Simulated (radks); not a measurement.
Ionisation ladder of rhenium, from Re LXVII to Re LXXV. Each ion is in the ground configuration listed by NIST, and IE = E(next ion) - E(this ion), with E = 0 for the bare nucleus. Method: Dirac Kohn-Sham, PBE, spin-unpolarised, spherical densities, point nucleus; open shells are shared between the two j in proportion to 2j + 1; computed with a radial shooting solver on a logarithmic mesh with Libxc functionals.

| species | configuration | E (hartree) | IE, Delta-SCF (eV) | -e(HOMO) (eV) | HOMO | <r> HOMO (bohr) | IE, NIST (eV) | kind | error (eV) |
|---|---|---|---|---|---|---|---|---|---|
| Re LXVII | [He] 2s2 2p5 | -10802.8499 | 16967.5 | 16285.3 | 2p3/2 | 0.0686 | 16410 | theory | +557.5 |
| Re LXVIII | [He] 2s2 2p4 | -10179.3075 | 17323.1 | 16633.2 | 2p3/2 | 0.0682 | 16780 | theory | +543.1 |
| Re LXIX | [He] 2s2 2p3 | -9542.6943 | 17680.2 | 16982.7 | 2p3/2 | 0.0678 | 17120 | theory | +560.2 |
| Re LXX | [He] 2s2 2p2 | -8892.9594 | 18038.0 | 17333.2 | 2p3/2 | 0.0674 | 19000 | theory | -962.0 |
| Re LXXI | [He] 2s2 2p1 | -8230.0754 | 18395.6 | 17683.9 | 2p3/2 | 0.0670 | 19420 | theory | -1024.4 |
| Re LXXII | [He] 2s2 | -7554.0510 | 20030 | 19875.6 | 2s1/2 | 0.0723 | 19950 | theory | +79.6 |
| Re LXXIII | [He] 2s1 | -6817.9773 | 20330 | 20182 | 2s1/2 | 0.0721 | 20297.4 | theory | +32.5 |
| Re LXXIV | [He] | -6070.8669 | 81996 | 81350 | 1s1/2 | 0.0179 | 81556.6 | theory | +439.2 |
| Re LXXV | 1s1 | -3057.5783 | 83201 | 82631 | 1s1/2 | 0.0178 | 83162.4 | theory | +38.5 |

Reference values: NIST Atomic Spectra Database (exp. = measured, semi-emp. = semi-empirical, theory = theoretical value adopted there). The ionisation energy per charge of the ion left behind rises most, in proportion, at Re LXXIV ([He]), from 278.49 to 1108.1 eV. Spin polarisation and multiplet splitting are left out, so open shells lie too high by an amount that depends on their filling. Sharing an open shell by 2j + 1 raises it above the true ground level by a part of the spin-orbit splitting, which enters the differences from NIST. Nuclear size, the Breit interaction and QED, all absent here, shift the 1s and 2s values of heavy ions.

Beside tabulated values, note that spin-unpolarised runs miss the spin-polarisation part of the exchange energy of open shells.
